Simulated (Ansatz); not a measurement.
# Four-centre ligand exchange

Start structure (GaH$_{4}$Cl, singlet), relaxed at PBE0-D4/def2-TZVP:

```tsv
atom	x (Å)	y (Å)	z (Å)
Ga1	-0.4979	0.7588	-0.0106
H2	0.2293	0.7425	-1.4083
H3	0.1317	1.5728	1.1734
H4	-1.9549	0.1886	0.1038
H5	1.3472	-1.6482	-0.4950
Cl6	0.7447	-1.6144	0.6367
```

The step: GaH₃ + HCl → GaH₂Cl ([Cl][GaH2]) + H₂; bonds formed: Ga1–Cl6, H2–H5; bonds broken: Ga1–H2, H5–Cl6. Program: Ansatz 0.2.0. Basis: def2-TZVPP and def2-QZVPP. Cores are frozen in the correlated methods. Filled d shells of the heavier atoms are correlated. The def2 sets are not built for correlating such inner shells, so the correlated values are less sure here. Extrapolation: Hartree–Fock as exp(−7.88 √X), correlation as X^−2.97. Energies below are by CCSD(T) at an estimated basis limit (MP2 extrapolated from triple and quadruple zeta, plus CCSD(T) − MP2 in triple zeta).

Question: What are the electronic barrier and the energy of the step, from the start structure to the end structure? (Judge from chemistry; the value comes from the calculation.)

Answer: By the calculation: Barrier 34.1 kJ/mol; step energy -98.4 kJ/mol (downhill); reverse barrier, their difference, 132.5 kJ/mol. Barrier and step energy count from the start structure, the reverse barrier from the end structure.

The saddle point: One imaginary mode of 746i cm⁻¹.
```tsv
pair	start (Å)	saddle (Å)	end (Å)
Ga1–Cl6	2.76	2.54	2.16
H2–H5	2.79	1.19	0.75
Ga1–H2	1.58	1.68	2.55
H5–Cl6	1.28	1.47	3.10
```

Zero-point energy (harmonic, PBE0-D4): ZPE is 73.6 kJ/mol at the start and 71.5 kJ/mol at the saddle, so the barrier goes from 34.1 to 32.0 kJ/mol.

The T1 diagnostic stays at or below 0.013.

Labels in which every atom is bracketed show which atoms are joined, not bond orders.

For scale, one of the runs: CCSD(T)/def2-TZVPP, 146 basis functions, launched by `ansatz run in.yaml --threads 2 --pin off --events-out ev --progress --plain --max-ram 4352MiB`. The run took 17 s on 2 CPU threads of an Arm Neoverse V2 (shared host), with 0.84 GiB of host memory at its peak.
